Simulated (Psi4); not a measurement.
H2Cl2Si (SMILES Cl[SiH2]Cl), singlet, geometry from GFN2-xTB, atoms displaced at random by about 0.05 Å a coordinate; Psi4 with HF/STO-3G.

Here is a job for Psi4.
```
memory 2 GB

molecule {
0 1
Si   -0.02467262   -0.82500150   -0.04614580
Cl    1.72529710    0.38718633   -0.02886503
Cl   -1.64575337    0.53950616   -0.07408535
H    -0.12712996   -1.50902920    1.24765817
H    -0.04772904   -1.66877980   -1.18459635
}

set {
  basis sto-3g
  intrafrag_hess simple
}

optimize('scf')
print_variables()
```

Task: Write the output that Psi4 gives for this input, abridged.

Result: 
```
gradient() will perform analytic gradient computation.

   => Loading Basis Set <=

    Name: STO-3G
    Role: ORBITAL
    Keyword: BASIS

         ---------------------------------------------------------
                                   SCF
               by Justin Turney, Rob Parrish, Andy Simmonett
                          and Daniel G. A. Smith
                              RHF Reference
         ---------------------------------------------------------

  ==> Geometry <==

    Molecular point group: c1
    Full point group: C1

    Geometry (in Angstrom), charge = 0, multiplicity = 1:

       Center              X                  Y                   Z               Mass
    ------------   -----------------  -----------------  -----------------  -----------------
         SI          -0.043836596965    -0.886261122506     0.002163070471    27.976926534650
         CL           1.706133123035     0.325926707494     0.019443840471    34.968852682000
         CL          -1.664917346965     0.478246537494    -0.025776479529    34.968852682000
         H           -0.146293936965    -1.570288822506     1.295967040471     1.007825032230
         H           -0.066893016965    -1.730039422506    -1.136287479529     1.007825032230

  Running in c1 symmetry.

  Rotational constants: A =      0.40249  B =      0.08340  C =      0.07082 [cm^-1]
  Rotational constants: A =  12066.43885  B =   2500.21057  C =   2123.20979 [MHz]
  Nuclear repulsion =  186.698124479281262

  Charge       = 0
  Multiplicity = 1
  Electrons    = 50
  Nalpha       = 25
  Nbeta        = 25

  ==> Algorithm <==

  SCF Algorithm Type is DF.
  DIIS enabled.
  MOM disabled.
  Fractional occupation disabled.
  Guess Type is SAD.
  Energy threshold   = 1.00e-08
  Density threshold  = 1.00e-08
  Integral threshold = 1.00e-12

  ==> Primary Basis <==

  Basis Set: STO-3G
    Blend: STO-3G
    Number of shells: 17
    Number of basis functions: 29
    Number of Cartesian functions: 29
    Spherical Harmonics?: true
    Max angular momentum: 1

   => Loading Basis Set <=

    Name: (STO-3G AUX)
    Role: JKFIT
    Keyword: DF_BASIS_SCF

  ==> Integral Setup <==

  SCF_SUBTYPE=INCORE selected. In-core MEM_DF algorithm will be used.
  Using in-core AOs.

  ==> MemDFJK: Density-Fitted J/K Matrices <==

    J tasked:                   Yes
    K tasked:                   Yes
    wK tasked:                   No
    Algorithm:                 Core
    Schwarz Cutoff:           1E-12
[...]
  @DF-RHF Final Energy: -1196.02925356893502
    Total Energy =                      -1196.0292535689350188
  @DF-RHF Final Energy: -1196.03194175686917
    Total Energy =                      -1196.0319417568691733
  @DF-RHF Final Energy: -1196.03311531026361
    Total Energy =                      -1196.0331153102636108
  @DF-RHF Final Energy: -1196.03318618895355
    Total Energy =                      -1196.0331861889535503
  @DF-RHF Final Energy: -1196.03323768954851
    Total Energy =                      -1196.0332376895485140
  @DF-RHF Final Energy: -1196.03323855026429
    Total Energy =                      -1196.0332385502645138
[...]
	           O(4,1,2,3)      56.70568        0.00000        0.00219      56.70787
	           O(4,1,2,5)     -52.00493       -0.00000       -0.06260     -52.06753
	           O(4,1,3,5)      52.05795        0.00000        0.02807      52.08602
	           O(5,1,2,3)     -56.82018        0.00000        0.05671     -56.76347
	           O(5,1,2,4)      52.03740        0.00000        0.04210      52.07950
	           O(5,1,3,4)     -52.07558       -0.00000       -0.02285     -52.09843
	-------------------------------------------------------------------------------

	                                 ==> Convergence Check <==

	Measures of convergence in internal coordinates in au.

	Criteria marked as inactive (o), active & met (*), and active & unmet ( ).

	----------------------------------------------------------------------------------------------
	   Step    Total Energy     Delta E     Max Force     RMS Force      Max Disp      RMS Disp
	----------------------------------------------------------------------------------------------
	  Convergence Criteria     1.00e-06 *    3.00e-04 *             o    1.20e-03 *             o
	----------------------------------------------------------------------------------------------
	     6   -1196.03323855   -8.61e-07 *    1.90e-04 *    6.04e-05 o    1.09e-03 *    5.70e-04 o  ~
	----------------------------------------------------------------------------------------------

Next Geometry in Ang
	Fragment 1 (Ang)

	   Si  -0.0431264347  -0.8237273646   0.0409488347
	   Cl   1.7124884017   0.2891895566   0.0175023823
	   Cl  -1.6732165478   0.4627962093  -0.0544844185
	    H  -0.1062925393  -1.5433806718   1.2682942696
	    H  -0.0618431055  -1.6624115243  -1.1100038105

    Final optimized geometry and variables:
    Molecular point group: c1
    Full point group: C1

    Geometry (in Angstrom), charge = 0, multiplicity = 1:

    SI          -0.042988910404    -0.823921681039     0.041097133437
    CL           1.712240122529     0.289005086031     0.017140719064
    CL          -1.672997837035     0.462550735884    -0.054591873431
    H           -0.106546554325    -1.543397927907     1.268949793850
    H           -0.061697046245    -1.661770007814    -1.110338515319

  Variable Map:
  ----------------------------------------------------------------------------
[...]
  Array Variable Map:
  ----------------------------------------------------------------------------
[...]
Optimizer: Optimization complete!
```
